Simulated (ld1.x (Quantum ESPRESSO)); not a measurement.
## Sn: one change to a PAW potential, before and after

Sn (Z = 50), PAW, made with ld1.x (Quantum ESPRESSO) 7.5 (Wu–Cohen, scalar-relativistic). Core [Ar] 3d10 4s2, reference 4p6 4d10 5s2 5p1 (charge +1). Waves: 5s (bound): rcut 1.35, rcutus 1.80 bohr; 5s channel at -0.35 Ry: rcut 1.35, rcutus 1.80 bohr; 4p (bound): rcut 1.15, rcutus 1.25 bohr; 5p (bound): rcut 1.15, rcutus 1.25 bohr; 4d (bound): rcut 1.10, rcutus 1.20 bohr; 4d channel at 0.85 Ry: rcut 1.10, rcutus 1.20 bohr. Local part: all-electron potential smoothed inside 1.55 bohr (lloc = -2). Core correction: a·sin(br)/r model core, default radius (ld1.x builds one for every PAW set, though the input has nlcc=.false.). Augmentation charge: PSQ, inside the norm-conserving radii.

All-electron outer shells of the reference configuration (Wu–Cohen, scalar-relativistic, ld1.x):

| shell | level (eV) | outermost node (bohr) | outermost maximum (bohr) |
| --- | --- | --- | --- |
| 4s | -141.82 | 0.40 | 0.74 |
| 4p | -97.62 | 0.41 | 0.79 |
| 4d | -33.78 | 0.39 | 0.88 |
| 5s | -17.92 | 0.98 | 1.99 |
| 5p | -10.30 | 1.08 | 2.43 |

Change: wave 4d channel at 0.85 Ry: rcut 1.10, rcutus 1.20 bohr becomes 4d channel at -2.37 Ry: rcut 1.10, rcutus 1.20 bohr.

Cutoffs: the cutoffs (Ry, on a coarse ladder) from which the occupation-weighted sum of valence levels, in a spherical-Bessel basis at the reference potential, stays within 10 and 1 mRy of its value at 400 Ry; they do not see the model core or the augmentation charge, which bear on the density cutoff. Errors are all-electron minus pseudo energies relative to the spin-unpolarised reference configuration.

Q: What does the change do?

A: The potential gets neither clearly harder nor softer (100 Ry and 180 Ry → 100 Ry and 180 Ry); both files keep a bound ghost (s); of the 7 tests that both files solve, the error grows in 5 and shrinks in 0 by more than 15 % and 0.3 meV (median size 7.8 → 11.9 meV); the range in which the d phases agree narrows (upper end at the end of the scan → 2.4).

| quantity | base | changed |
| --- | --- | --- |
| cutoff, loose | 100 Ry | 100 Ry |
| cutoff, tight | 180 Ry | 180 Ry |
| bound ghosts | s | s |
| error for 4p6 4d10 5s2 5p2, meV [ΔE -6.90 eV] | +1.1 | +1.5 |
| error for 4p6 4d10 5s2 5p0, meV [ΔE 13.99 eV] | -2.8 | -3.9 |
| error for 4p6 4d10 5s1 5p0, meV [ΔE 45.03 eV] | -7.8 | -12 |
| error for 4p6 4d10 5s0 5p0, meV [ΔE 86.09 eV] | -13 | -22 |
| error for 4p5 4d10 5s2 5p2, meV [ΔE 90.52 eV] | -90 | -85 |
| error for 4p6 4d10 5s0 5p4, meV [ΔE 7.37 eV] | +0.2 | -1.3 |
| error for 4p6 4d9 5s2 5p3, meV [ΔE 17.48 eV] | -18 | -17 |
| s: phases at 1.95 bohr within 0.05 rad from the reference energy up to (Ry; the scan ends near 5) | to the end of the scan | to the end of the scan |
| p: phases at 1.95 bohr within 0.05 rad from the reference energy up to (Ry; the scan ends near 5) | to the end of the scan | to the end of the scan |
| d: phases at 1.95 bohr within 0.05 rad from the reference energy up to (Ry; the scan ends near 5) | to the end of the scan | 2.4 |
| lowest overlap eigenvalue by channel | s 0.58, p 0.19, d 0.97 | s 0.58, p 0.19, d 0.96 |

 A true bound ghost makes a file unfit for plane-wave use even where its test errors are small: the radial tests pick states by their node count and pass the ghost by.
